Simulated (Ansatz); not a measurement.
Basis-set extrapolation for CHBClNO (`O=C=NBCl`) (PBE0-D4/def2-TZVP geometry, frozen core, the Gaussian-basis code of Ansatz). Multiplicity 1, RHF reference.

|  | def2-TZVPP | def2-QZVPP |
| --- | --- | --- |
| HF | -652.124396 | -652.145173 |
| MP2 correlation | -0.845015 | -0.911880 |
| CCSD(T) correlation | -0.902980 | not run |

Energies in hartree. Use E(X) = E(∞) + A·exp(−7.88·√X) for Hartree–Fock and E(X) = E(∞) + B·X^(−2.97) for correlation, with X = 3 and 4, and add CCSD(T) minus MP2 of the smaller set to the MP2 limit.

What is the CCSD(T) energy at the basis-set limit?

HF limit: -652.145173 + (-0.020777) × 0.13774 = -652.14803. MP2 limit: -0.911880 + (-0.066865) × 0.74074 = -0.96141. Higher-order term: -0.902980 − (-0.845015) = -0.05797. Total: -653.16741 hartree, 367.7 kJ/mol below CCSD(T)/def2-TZVPP.
